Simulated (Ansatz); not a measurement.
`CC[O][Zr]([OH])([Cl])[O]C` + H–F → `CC[O][Zr]([OH])([F])[Cl]` + CH₃OH  (ligand exchange at a Zr–O bond)

Calculated with Ansatz (gas phase, PBE0-D4/def2-TZVP geometries, no zero-point term in ΔE). CBS: MP2 limit from def2 TZ/QZ plus the TZ coupled-cluster correction, frozen cores. This one scheme is used for every species. DFT in def2-TZVPP. Elements past krypton have def2 core potentials. For Zr outer-core shells are correlated without core-valence functions, which leaves a few kJ/mol of doubt a bond. One conformer a species, not always the lowest.

| species | r2SCAN0-D4 energy (Eh) |
| --- | --- |
| `CC[O][Zr]([OH])([Cl])[O]C` | -852.82839 |
| H–F | -100.43391 |
| `CC[O][Zr]([OH])([F])[Cl]` | -837.58659 |
| CH₃OH | -115.69182 |

Problem. Work out ΔE.

Solution. ΔE = (-837.58659) + (-115.69182) − (-852.82839) − (-100.43391) = -0.01611 Eh = -10.1 kcal/mol. CCSD(T)/CBS gives -8.0 kcal/mol.

Largest T1 diagnostic among the species: 0.016.

Leaving LDA and LC-ωPBE aside and taking each functional with its dispersion term where it has one, the values, not all of them listed here, spread over 2.4 kcal/mol, from B97M-V to PBE-QIDH. LDA lies +2.5 kcal/mol from PBE without D4. From r2SCAN to r2SCAN0 (25 % exact exchange), in def2-TZVPP and without D4, ΔE moves by +0.8 kcal/mol.
